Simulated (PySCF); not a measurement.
C₄H₁₀O, SMILES CCCOC (GFN2-xTB optimised geometry):

```
15

C      1.036    -1.814     0.188
C      0.488    -0.405     0.000
C     -1.044    -0.405     0.000
O     -1.624     0.879     0.000
C     -1.507     1.576    -1.214
H      2.123    -1.803     0.173
H      0.708    -2.228     1.138
H      0.689    -2.468    -0.609
H      0.857     0.003    -0.943
H      0.835     0.242     0.808
H     -1.407    -0.875     0.918
H     -1.413    -0.986    -0.860
H     -1.874     0.972    -2.054
H     -2.123     2.468    -1.116
H     -0.474     1.877    -1.420
```

Method: PBE/def2-TZVP run with PySCF.

Problem. What are the frontier orbital energies and the dipole moment?

Solution. HOMO-2 -8.08 eV, HOMO-1 -7.19 eV, HOMO -5.67 eV, LUMO 0.47 eV, LUMO+1 0.95 eV; dipole moment 1.19 D.

Meta-Löwdin charges at PBE/def2-TZVP: C1 -0.35, C2 -0.21, C3 -0.01, O4 -0.37, C5 -0.14, H6 0.12, H7 0.11, H8 0.11, H9 0.11, H10 0.11, H11 0.12, H12 0.08, H13 0.09, H14 0.13, H15 0.10.
